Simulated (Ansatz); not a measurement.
`C#C[SiH2]C#N` + `BO` → `BO[SiH2]C#C` + `C#N` at 600 K and 1 bar (ligand exchange at the Si–C bond).

Isolated molecules relaxed with PBE0-D4/def2-TZVP in Ansatz; ΔE leaves out vibrations. CCSD(T)/CBS is the MP2 limit (def2-TZVPP, def2-QZVPP) plus CCSD(T) − MP2 in def2-TZVPP, frozen cores. This one scheme is used for every species. Each species was taken in one conformer, which may not be the lowest.

| species | CCSD(T)/CBS energy (Eh) | H − E (kJ/mol) | S (J/(mol·K)) |
| --- | --- | --- | --- |
| `C#C[SiH2]C#N` | -459.67292 | 171.1 | 404.5 |
| `BO` | -101.80414 | 119.7 | 267.1 |
| `BO[SiH2]C#C` | -468.17507 | 225.3 | 435.8 |
| `C#N` | -93.32098 | 64.3 | 228.4 |

H − E and S are ideal-gas, rigid-rotor, harmonic terms from PBE0-D4/def2-TZVP, for one conformer and one mirror image of each species. 1 Eh = 2625.50 kJ/mol, R = 8.31446 J/(mol·K).

Problem. By hand: ΔE, ΔH, ΔS and ΔG.

Solution. ΔE = (-468.17507) + (-93.32098) − (-459.67292) − (-101.80414) = -0.01899 Eh = -49.9 kJ/mol. Δ(H − E) = 225.3 + 64.3 − 171.1 − 119.7 = -1.2, so ΔH = -51.1 kJ/mol. ΔS = 435.8 + 228.4 − 404.5 − 267.1 = -7.4 J/(mol·K). ΔG = -51.1 − 600 × (-7.4)/1000 = -46.7 kJ/mol.

Problem. By hand: the equilibrium constant, and the temperature at which ΔG would vanish if ΔH and ΔS stayed fixed.

Solution. log₁₀ K = −ΔG/(RT ln 10) = 4.1. ΔG = 0 at ΔH/ΔS = 6905 K, far beyond where these terms or the molecules hold.

The number of gas molecules stays the same, so ΔS is small and ΔH decides. A doubt of 5 kJ/mol in ΔE shifts log₁₀ K by 0.4 here. Other conformers and mirror images would add mixing entropy, several J/(mol·K) or more a flexible species. Modes under 60 cm⁻¹, often nearly free rotors, make the harmonic entropy too high. These are equilibria of isolated gas molecules and say nothing of rates. Largest T1 diagnostic: 0.014 (customary marks: 0.02 for closed shells, 0.045 for open ones).
